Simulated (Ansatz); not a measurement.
`C[C](=N)[SnH3]` + `C[O][GeH]([NH2])[Cl]` → `C[NH][GeH]([Cl])[O]C` + `N=[CH][SnH3]`  (substitution at a C–C bond)

Gas-phase electronic energies from Ansatz, PBE0-D4/def2-TZVP geometries. CBS: MP2 limit from def2 TZ/QZ plus the TZ coupled-cluster correction, frozen cores. DFT in def2-TZVPP. def2 core potentials past Kr. For Ge, Sn outer-core shells are correlated without core-valence functions, which leaves a few kJ/mol of doubt a bond. Scalar relativity is left out up to krypton. One conformer a species, not always the lowest.

Is it downhill or uphill in electronic energy at CCSD(T)/CBS, and by how much? (An estimate is asked.)

The calculation gave: Uphill: ΔE = +66.9 kJ/mol.

What do these levels give: r2SCAN-D4, ωB97M-V, PBE0, HF/def2-TZVPP, MP2/def2-QZVPP, CCSD/CBS(def2)? (Estimate.)

The calculation gave: r2SCAN-D4 72.4, ωB97M-V 64.7, PBE0 68.7, HF/def2-TZVPP 58.7, MP2/def2-QZVPP 71.0, CCSD/CBS(def2) 65.3 kJ/mol.

Largest T1 diagnostic among the species: 0.014.

In def2-TZVPP, CCSD(T) changes the Hartree–Fock value by +6.0 kJ/mol (the triples alone add +1.6 kJ/mol) and MP2 by +11.0 kJ/mol.
